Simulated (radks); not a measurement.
Coulomb parameter of the 4d shell of neutral ruthenium in the model configuration [Kr] 4d7 5s1, as a second difference U = [E(n + 0.25) + E(n - 0.25) - 2 E(n)] / (0.25)^2 with all orbitals relaxed. "Bare": the charge of the atom changes with n. "Screened": the 5s shell takes up the change at fixed total charge, which measures U(4d,4d) + U(5s,5s) - 2 U(4d,5s). All-electron calculation, Dirac Kohn-Sham, PBE, spin-unpolarised, spherical densities, finite nucleus; open shells are shared between the two j in proportion to 2j + 1; Fermi nuclear charge, rms radius 4.4809 fm. Program: a radial shooting solver on a logarithmic mesh with Libxc functionals.

case                 configuration  E - E(n) (eV)
start                 [Kr] 4d7 5s1          0.000
bare +0.25         [Kr] 4d7.25 5s1         -1.029
bare -0.25         [Kr] 4d6.75 5s1          1.589
screened +0.25  [Kr] 4d7.25 5s0.75         -0.199
screened -0.25  [Kr] 4d6.75 5s1.25          0.285

U(bare) = 8.958 eV, U(screened by 5s) = 1.371 eV. The step up makes a negative ion, whose loosely bound charge lowers the bare value.
